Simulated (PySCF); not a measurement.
Computed shifts of a molecule C3H9FSi2, KT2/pcSseg-1 (PySCF), GIAO, gas phase, atoms alike by connectivity averaged where their shifts nearly agree, in ppm (number of nuclei): ¹⁹F: -108.1 (1). ¹³C: 153.7 (1), 106.7 (1), 12.8 (1). ²⁹Si: -69.6 (1), -72.7 (1). ¹H: 6.93 (1), 4.44 (3), 4.22 (3), 2.85 (1), 1.66 (1). References: ¹⁹F against CFCl3 (σ = 127.1 ppm); ¹³C against TMS (σ = 185.1 ppm); ²⁹Si against TMS (σ = 361.9 ppm); ¹H against TMS (σ = 31.47 ppm), references at their B3LYP-D3(BJ)/def2-TZVP geometries, non-relativistic. The structure is a stationary point at B3LYP-D3(BJ)/def2-SVP. The values are those of a single conformer.

**Question.** Which molecule gave these data?
A. F[SiH2]C1([SiH3])CC1
B. C[SiH2]/C([SiH3])=C/F
C. F[C@H]1C[C@H]1[SiH2][SiH3]
D. F/C=C(/[SiH3])C[SiH3]

**Answer.** D, F/C=C(/[SiH3])C[SiH3]
